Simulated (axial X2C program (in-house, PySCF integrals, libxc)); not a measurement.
The numbers below are computed, except where a source is named.
## ZrSe: input and output

Program: an in-house relativistic program for diatomic molecules.

Input file and command:
```json
{"zs": [40, 34], "q": 0, "bas": ["dyall-cv3z", "dyall-cv3z"], "levels": ["PBE0", "HF", "TPSS"], "cc": true, "r0": 2.34, "thr": -2.0, "nmax": 110, "npts": 10, "nst": 2, "ntry": 8}
```
```bash
python so2c.py task.json out
```

Keys: zs atomic numbers; q charge; bas basis sets; levels methods; cc coupled cluster on or off; r0 starting distance in Å; thr threshold in hartree for freezing inner shells (an s shell follows its p shell); nmax most natural virtual spinors; npts points on the curve; nst determinants followed; ntry starts of the search. HF also brings MP2.

Output of the HF step, with spin–orbit coupling, at R = 2.319 Å for the state Ω = 1. It starts from PBE0 orbitals of this distance.

```
two-component X2C + atomic mean field  HF
basis functions 263  fitting functions 1324  grid points 5800
iter        total energy     max residual
   1      -6022.232641460     2.86e-01
   2      -6022.267060662     1.91e-02
   3      -6022.268763202     1.23e-02
   4      -6022.272168544     3.52e-03
   5      -6022.272434660     2.11e-03
   6      -6022.272547409     6.61e-04
   7      -6022.272599687     4.24e-04
   8      -6022.272624980     2.87e-04
   9      -6022.272641703     1.41e-04
  10      -6022.272645391     6.83e-05
  11      -6022.272646167     5.45e-05
  12      -6022.272646790     3.73e-05
  13      -6022.272647083     1.92e-05
  14      -6022.272647212     1.10e-05
  15      -6022.272647257     5.01e-06
  16      -6022.272647261     2.37e-06
  17      -6022.272647262     1.54e-06
converged
one-electron -8962.44659567  Coulomb 2832.27252979  exact exchange -199.94676563  xc functional 0.00000000  nuclear repulsion 310.34109825  atomic mean-field constant -2.49291401
correlated 18  virtual 324  natural virtual 110  E(MP2) -0.496093311  MP2 remainder -0.026911469
iter   CCSD correlation   residual
   1     -0.461462921   2.19e-01
   2     -0.475214524   1.39e-01
   3     -0.480075099   3.67e-02
   4     -0.480506167   1.59e-02
   5     -0.480596629   6.76e-03
   6     -0.480637441   2.45e-03
   7     -0.480656505   1.17e-03
   8     -0.480669162   5.20e-04
   9     -0.480667493   2.65e-04
  10     -0.480666270   1.33e-04
  11     -0.480665737   6.76e-05
  12     -0.480666608   3.56e-05
  13     -0.480666491   1.83e-05
  14     -0.480666791   8.99e-06
  15     -0.480666688   4.08e-06
  16     -0.480666672   2.16e-06
(T) -0.026367974  T1 0.0422  D1 0.0822  max T2 0.046
```
Energies are in hartree; totals compare only within one Hamiltonian and basis. T1 is large, a sign of multireference character or of a spin-contaminated reference. T1 in the output is the amplitude norm over the root of the electron number; divide by √2 for the Lee–Taylor value. The determinant is spin-polarised beyond a pure state at some levels (its spin-free form has ⟨S²⟩ too high), which makes Re and μ there less reliable.
